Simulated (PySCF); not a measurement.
## Telling isomers of C5H5F3Si apart by NMR

Computational details: GFN2-xTB geometry, NMR shieldings at PBE0/pcSseg-1/GIAO, in PySCF 2.14 (no solvent, fast rotation and ring inversion assumed for equivalent nuclei, no relativistic terms, one computed conformer).

δ = σ(ref) − σ, references computed at the same level: TMS for 1H (σref 31.72) and 13C (σref 186.93). Splittings of carbon signals by F and P are missing where no couplings were computed. Where no couplings were computed, multiplicities follow the n + 1 count of equivalent neighbours, and m marks all less simple cases (inequivalent or close neighbours, rings, F or P nearby). Shifts are as computed. Against solution values, carbons near 30 ppm lie about +3 ppm off and those near 130 ppm about +5 ppm. Of 1211 compounds with measured shifts, 218 miss one by over three times the rms of a fit or turn the order of signals round; such compounds aren't used in these exercises.

(1) Tabulate the signals of `C=C1[SiH2][C@H]1C(F)=C(F)F`, `C#C[SiH2]/C=C\C(F)(F)F`, `CC1=CC(F)=C[Si]1(F)F` and their relative energies.

(2) What is the quickest way to tell C#C[SiH2]/C=C\C(F)(F)F from CC1=CC(F)=C[Si]1(F)F?

(3) What is the quickest way to tell C=C1[SiH2][C@H]1C(F)=C(F)F from CC1=CC(F)=C[Si]1(F)F?

(4) What is the quickest way to tell C=C1[SiH2][C@H]1C(F)=C(F)F from C#C[SiH2]/C=C\C(F)(F)F?

Answers

(1) 
```tsv
SMILES	carbon types	δC	δH	E rel. (kcal/mol)
C=C1[SiH2][C@H]1C(F)=C(F)F	3×C 1×CH 1×CH2	168.2, 143.1, 139.9, 139.5, 16.2	7.04 (br s, 1H), 6.85 (br s, 1H), 3.60 (m, 1H), 3.60 (m, 1H), 2.35 (m, 1H)	138.7
C#C[SiH2]/C=C\C(F)(F)F	2×C 3×CH	149.0, 146.6, 132.4, 104.8, 86.3	7.00 (m, 1H), 6.83 (m, 1H), 4.94 (m, 2H), 1.95 (t, 1H)	110.5
CC1=CC(F)=C[Si]1(F)F	2×C 2×CH 1×CH3	187.0, 152.4, 144.2, 89.8, 20.9	6.37 (m, 1H), 4.32 (m, 1H), 2.02 (s, 3H)	0.0
```

Energies are electronic energies at PBE0/pcSseg-1 on these geometries, without zero-point or thermal terms, each for the one conformer computed, which needn't be the lowest.

(2) Both give the same number of carbon signals, but DEPT or the intensities differ. The first has an alkyne carbon (C) at 86.3 ppm, the second an allylic methyl carbon (CH3) at 20.9 ppm. Their most deshielded carbons lie at 149.0 and 187.0 ppm. In the proton spectra the most deshielded non-exchanging signals are 7.00 (m, 1H) and 6.37 (m, 1H).

(3) Both give the same number of carbon signals, but DEPT or the intensities differ. The first has a terminal =CH2 carbon at 139.5 ppm, the second an alkene CH at 144.2 ppm. Their most deshielded carbons lie at 168.2 and 187.0 ppm. In the proton spectra the most deshielded non-exchanging signals are 7.04 (br s, 1H) and 6.37 (m, 1H).

(4) Both give the same number of carbon signals, but DEPT or the intensities differ. The first has a terminal =CH2 carbon at 139.5 ppm, the second an alkene CH at 149.0 ppm. Their most deshielded carbons lie at 168.2 and 149.0 ppm.
